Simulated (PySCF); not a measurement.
C6H6F3N.
SMILES with atom numbers: `[F:1][C:2]([F:3])=[C:4]([F:5])[C@@H:6]1[CH:7]=[N:8][CH2:9][CH2:10]1` (hydrogens: H11 on C6; H12 on C7; H13, H14 on C9; H15, H16 on C10)

Structure used (GFN2-xTB), in Å, numbered top down from 1:
```
atom  x, y, z in Å
F1     1.1628   -1.1042   -1.5115
C2     1.9837   -0.4555   -0.6935
F3     3.2461   -0.6453   -1.0491
C4     1.5656    0.2957    0.3194
F5     2.4973    0.9028    1.0827
C6     0.1456    0.5080    0.7377
C7    -0.4799   -0.7997    1.2124
N8    -1.4674   -1.2046    0.5594
C9    -1.7774   -0.3066   -0.5177
C10   -0.8190    0.9059   -0.3973
H11    0.1597    1.2383    1.5507
H12   -0.0875   -1.3474    2.0527
H13   -1.6441   -0.8528   -1.4540
H14   -2.8281   -0.0222   -0.4421
H15   -1.3699    1.8054   -0.1294
H16   -0.2950    1.0911   -1.3317
```

Computed at PBE0/pcSseg-1 (PySCF, non-relativistic), with Q(14N) = 0.02044 b: N8, 14N (I = 1): χzz = -5.391 MHz, η = 0.426.

Q: Find the zero-field quadrupole resonance frequencies of 14N at N8.

A: From ν± = (3/4)|χ|(1 ± η/3) and ν0 = |χ|η/2: ν+ 4.617 MHz, ν− 3.469 MHz, ν0 1.147 MHz (imine nitrogen).

In a crystal, neighbours and librations shift these lines. Geometry: GFN2-xTB, one conformer, isolated molecule. GFN2-xTB bond lengths can be off by several hundredths of an ångström, more for odd bonds, and the gradients follow them. With so small a basis the couplings can be 20 % off.
